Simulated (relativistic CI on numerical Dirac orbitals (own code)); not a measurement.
# Radial parameters of Ba XLII

Computed by Dirac-Coulomb-Breit CI, orbitals from a KLI potential per configuration, model QED (radiative potential, 1s self-energy scaled to tabulated hydrogen-like ionisation energies), unscaled Slater integrals (own radial code, finite nucleus).

Slater integrals F^k, G^k are unscaled and averaged over j, outside the closed core [Ne]; ζ comes from projecting the Hamiltonian with its Breit term on Σ l·s of the shell.

- 3s2 3p3: F^2(3p,3p) = 385830, ζ(3p) = 514100 cm⁻¹; <r>(3p) = 0.2556, <r^2>(3p) = 0.07543 (bohr units).
- 3s 3p4: F^2(3p,3p) = 385610, G^1(3s,3p) = 486260, ζ(3p) = 513920 cm⁻¹; <r>(3s) = 0.2634, <r^2>(3s) = 0.07908, <r>(3p) = 0.2557, <r^2>(3p) = 0.07552 (bohr units).
- 3s2 3p2 3d: F^2(3p,3p) = 385470, ζ(3p) = 513490, F^2(3p,3d) = 388060, G^1(3p,3d) = 404260, G^3(3p,3d) = 273130, ζ(3d) = 68893 cm⁻¹; <r>(3p) = 0.2558, <r^2>(3p) = 0.07558, <r>(3d) = 0.2258, <r^2>(3d) = 0.0588 (bohr units).

Averages of the first 10 configurations, taken without configuration mixing, which lowers the lowest level and can move excited configurations by several eV; other configurations of the list can lie among them:

| Configuration | Parity | States | Average energy above the lowest level (eV) |
| --- | --- | --- | --- |
| 3s2 3p3 | odd | 20 | 101.2 |
| 3s 3p4 | even | 30 | 289.7 |
| 3s2 3p2 3d | even | 150 | 311.5 |
| 3p5 | odd | 6 | 494.9 |
| 3s 3p3 3d | odd | 400 | 492.9 |
| 3p4 3d | even | 150 | 691.0 |
| 3s 3p2 3d2 | even | 1350 | 702.6 |
| 3s2 3p 3d 4p | even | 360 | 1756.1 |
| 3p4 4s | even | 30 | 1853.3 |
| 3s 3p2 3d 4s | even | 600 | 1855.4 |
